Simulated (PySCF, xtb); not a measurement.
VOF₃, SMILES [O]=[V]([F])([F])[F], multiplicity 1.

GFN2-xTB in xtb 6.7.1 at its own geometry gives an orbital gap of 4.22 eV and a dipole moment of 2.59 D.

The structure is a stationary point at ωB97X-D3(BJ)/def2-SVP. The multiplicity is an assumed one; other spin states were not compared. The isomer is the one that the SMILES or the coordinates give; other isomers of the formula were not compared.

Task: What does PBE/def2-TZVP run with PySCF give? (The exact figures need the calculation; the answer reports its results.)

Result: gap 4.85 eV (levels -9.61 and -4.76 eV), dipole 0.36 D.
